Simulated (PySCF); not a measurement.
Two species compared at the same levels of theory.

First species: diethyl ketone, C₅H₁₀O.
SMILES: `CCC(=O)CC`

Second species: pyrocatechol, C₆H₆O₂.
InChI=1S/C6H6O2/c7-5-3-1-2-4-6(5)8/h1-4,7-8H

Levels: B3LYP/def2-SVPD for dipole moment, HOMO energy, LUMO energy, HOMO–LUMO gap, static isotropic polarisability and electronic spatial extent ⟨r²⟩ about the centre of nuclear charge; TDDFT B3LYP/def2-SVPD for lowest singlet excitation; TDA B3LYP/def2-SVPD for lowest triplet excitation (Tamm–Dancoff); ΔSCF B3LYP/def2-SVPD for vertical ionisation energy; PBE0-D3(BJ)/def2-SVP for rotational constant A and rotational constant C. Geometries: PBE0-D3(BJ)/def2-SVP. Each species is one conformer at its optimised geometry, gas phase, non-relativistic unless stated. Electronic properties by PySCF.

The conformers computed, where there is a choice (atom-mapped SMILES and torsion angles):
- `[CH3:1][CH2:2][C:3](=[O:4])[CH2:5][CH3:6]`: C1–C2–C3–O4 0°, C2–C3–C5–C6 -179°
- `[OH:1][c:2]1[cH:3][cH:4][cH:5][cH:6][c:7]1[OH:8]`: H–O1–C2–C3 180°, H–O8–C7–C6 0°

Values for the first species:

* Dipole moment: 2.82 D
* HOMO energy: -7.00 eV
* LUMO energy: -0.66 eV
* HOMO–LUMO gap: 6.34 eV
* Lowest singlet excitation: 4.50 eV
* Lowest triplet excitation (Tamm–Dancoff): 3.94 eV
* Static isotropic polarisability: 65.5 au
* Vertical ionisation energy: 9.42 eV
* Electronic spatial extent ⟨r²⟩ about the centre of nuclear charge: 765 bohr²
* Rotational constant A: 8.981 GHz
* Rotational constant C: 1.681 GHz

Task: Estimate the same properties for the second species, and the change in each.

Result: 
| property | first | second | second less first |
| --- | --- | --- | --- |
| dipole moment | 2.82 D | 2.45 D | -0.37 D |
| HOMO energy | -7.00 eV | -6.07 eV | +0.93 eV |
| LUMO energy | -0.66 eV | -0.39 eV | +0.27 eV |
| HOMO–LUMO gap | 6.34 eV | 5.68 eV | -0.66 eV |
| lowest singlet excitation | 4.50 eV | 4.95 eV | +0.45 eV |
| lowest triplet excitation (Tamm–Dancoff) | 3.94 eV | 3.96 eV | +0.02 eV |
| static isotropic polarisability | 65.5 au | 78.6 au | +13.1 au |
| vertical ionisation energy | 9.42 eV | 8.16 eV | -1.26 eV |
| electronic spatial extent ⟨r²⟩ about the centre of nuclear charge | 765 bohr² | 847 bohr² | +82 bohr² |
| rotational constant A | 8.981 GHz | 3.429 GHz | -5.552 GHz |
| rotational constant C | 1.681 GHz | 1.359 GHz | -0.322 GHz |

On the first: The polarisability is 9.71 Å³ as a volume (1 au = 0.148185 Å³), or 1.36 au for each of the 48 electrons. The principal polarisabilities are 53.9, 66.0 and 76.6 au; their mean is the isotropic value.

On the second: A dipole of 2.45 D is allowed in Cs, and pure rotational transitions are dipole-allowed. The polarisability is 11.64 Å³ as a volume (1 au = 0.148185 Å³), or 1.35 au for each of the 58 electrons.
